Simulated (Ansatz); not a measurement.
Input:

```yaml
accuracy: low
crystal:
  lattice:
    - [6.0, 0.0, 0.0]
    - [0.0, 6.0, 0.0]
    - [0.0, 0.0, 6.0]
  atoms:
    - { symbol: O, position: [0.84697958, 0.96888825, 0.79370776] }
    - { symbol: H, position: [0.69313403, 0.97802395, 0.73652867] }
    - { symbol: H, position: [0.83700675, 1.04182943, 0.94381383] }
    - { symbol: O, position: [0.41092254, 1.05423167, 0.72808939] }
    - { symbol: H, position: [0.30609508, 1.14120212, 0.63242326] }
    - { symbol: H, position: [0.33911727, 0.90686752, 0.74910872] }
    - { symbol: O, position: [1.09045572, 0.30811639, 0.55663446] }
    - { symbol: H, position: [0.97877587, 0.21608197, 0.63668444] }
    - { symbol: H, position: [1.10919613, 0.44867792, 0.6438094] }
    - { symbol: O, position: [0.16943043, 0.67159875, -0.18299049] }
    - { symbol: H, position: [0.18978257, 0.55982198, -0.06274327] }
    - { symbol: H, position: [0.02528025, 0.75336062, -0.16791502] }
    - { symbol: O, position: [0.2836015, 0.30675657, 0.07026873] }
    - { symbol: H, position: [0.40811759, 0.35211557, 0.16450577] }
    - { symbol: H, position: [0.34873265, 0.20660571, -0.04810745] }
    - { symbol: O, position: [0.86691885, 0.14062728, 0.19353542] }
    - { symbol: H, position: [0.78553225, 0.26620878, 0.25785716] }
    - { symbol: H, position: [1.02288467, 0.19260541, 0.19866466] }
    - { symbol: S, position: [0.59868905, 0.63023692, 0.36906945] }
    - { symbol: H, position: [0.44243001, 0.72681792, 0.23688483] }
    - { symbol: H, position: [0.75775553, 0.77246619, 0.29191628] }
basis:
  ecutwfc: 420.0
kpoints:
  mp_grid: { grid: [1, 1, 1] }
hamiltonian:
  xc: pbe
scf:
  occupations: { method: fermi_dirac, width: 0.02 }
  lower_state_search: "off"
md:
  timestep: 0.75
  n_steps: 300
  ensemble: nvt_langevin
  temperature: 700.0
  initial_velocities: maxwell_boltzmann
  seed: 618098
  friction: 0.02
```

Command:

```bash
$ ansatz run input.yaml --threads 1 --pin off --max-ram 3072MiB --backend cpu --events-out ev --progress --plain --runs-dir out
```

Hardware: 1 thread of Arm Neoverse V2 (shared host).

Question: Roughly how long does this run take, and how much memory?

Answer: 5.3 min, with a peak of 0.37 GiB, for 301 ionic steps.
